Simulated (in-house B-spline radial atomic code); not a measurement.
**The niobium ion Nb³⁺: [Kr] 4d1 7p1 (an excited or competing configuration)**

All numbers are computed (Dirac-Hartree-Fock, average of configuration; Fermi nucleus of rms radius 4.324 fm) with a radial B-spline atomic code at the basis-set limit, not measured.

Effective charges: Z_r = [3n² - l(l+1)]/(2<r>) from the radius, Z_e = n√(-2ε) from the energy, and Slater's rules. Values are occupation-weighted means over j. An effective charge above Z reflects the relativistic contraction of the inner shells.

| shell | electrons | ε (eV) | <r> (bohr) | Z_r | Z_e | Slater |
| --- | --- | --- | --- | --- | --- | --- |
| 1s | 2 | -19144 | 0.03608 | 41.57 | 37.51 | 40.70 |
| 2s | 2 | -2788.9 | 0.1574 | 38.13 | 28.63 | 36.85 |
| 2p | 6 | -2489.6 | 0.1376 | 36.33 | 27.05 | 36.85 |
| 3s | 2 | -533.54 | 0.44 | 30.68 | 18.79 | 29.75 |
| 3p | 6 | -432.74 | 0.4429 | 28.22 | 16.92 | 29.75 |
| 3d | 10 | -267.31 | 0.4315 | 24.33 | 13.30 | 19.85 |
| 4s | 2 | -114.28 | 1.143 | 20.99 | 11.59 | 13.25 |
| 4p | 6 | -83.864 | 1.257 | 18.30 | 9.93 | 13.25 |
| 4d | 1 | -46.19 | 1.618 | 12.98 | 7.37 | 5.00 |
| 7p | 1 | -8.539 | 9.402 | 7.71 | 5.55 | 4.00 |

The least bound orbital is 7p3/2 at -8.517 eV, and it is also the most diffuse (<r> = 9.427 bohr).

Spin-orbit splittings of the orbital energies (j = l + 1/2 above j = l - 1/2 when positive): 2p 96.41 eV, 3p 16.23 eV, 3d 2.988 eV, 4p 2.385 eV, 4d 0.225 eV, 7p 0.06624 eV.

For the 1s electron the small component carries 2.23 % of the norm, the zero-frequency Breit interaction raises the level by 35.84 eV, self-energy by 19.49 eV, and vacuum polarisation lowers it by 2.213 eV.
